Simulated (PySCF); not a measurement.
Excitation energy of In by level of theory

In [Kr] 4d10 5s2 5p1 (2P) → In [Kr] 4d10 5s1 5p2 (4P), as a difference of total energies. Calculation: PySCF 2.14, in Sapporo-DKH3-DZP-2012; the spin-free X2C one-electron Hamiltonian (Gaussian nucleus). Correlated levels: valence and next inner shell: [Ar] 3d10 frozen. The calculations carry no spin-orbit coupling.

```json
{"method": "UHF", "excitation energy (eV)": "2.913"}
{"method": "MP2 (valence and next inner shell)", "excitation energy (eV)": "4.150"}
{"method": "SCS-MP2 (valence and next inner shell)", "excitation energy (eV)": "4.225"}
{"method": "CCSD (valence and next inner shell)", "excitation energy (eV)": "4.082"}
{"method": "CCSD(T) (valence and next inner shell)", "excitation energy (eV)": "4.147"}
```

Task: How much does correlation contribute at CCSD(T) (valence and next inner shell)?

Result: 4.147 − (2.913) = 1.234 eV, measured against UHF.

Errors of the correlated levels include the incompleteness of this basis and the frozen core.

For comparison: 4.350 eV (measured; NIST levels, between the centres of gravity of the two terms).
